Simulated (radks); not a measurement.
Results of a calculation; reference values are marked as such.
Ionisation of the hafnium ion Hf3+, [Xe] 4f14 5d1, to Hf4+, [Xe] 4f14, under several functionals. Dirac Kohn-Sham, spin-unpolarised, spherical densities, point nucleus; open shells fill j = l - 1/2 first; a radial shooting solver on a logarithmic mesh with Libxc functionals. The NIST Atomic Spectra Database gives 33.37 eV (semi-empirical). Rank these functionals by the error of their Delta-SCF ionisation energy: RPBE; revPBE; exchange-only LDA; LDA (Slater exchange, Perdew-Zunger correlation); LDA (Slater exchange, Perdew-Wang correlation).

Answer. From best to worst: LDA (Slater exchange, Perdew-Zunger correlation) 33.539 eV (+0.169); LDA (Slater exchange, Perdew-Wang correlation) 33.541 eV (+0.171); RPBE 33.179 eV (-0.191); revPBE 33.142 eV (-0.228); exchange-only LDA 32.104 eV (-1.266). Spin polarisation and multiplet splitting are left out, so open shells lie too high by an amount that depends on their filling.

Beside tabulated values, note that spin-unpolarised runs miss the spin-polarisation part of the exchange energy of open shells.
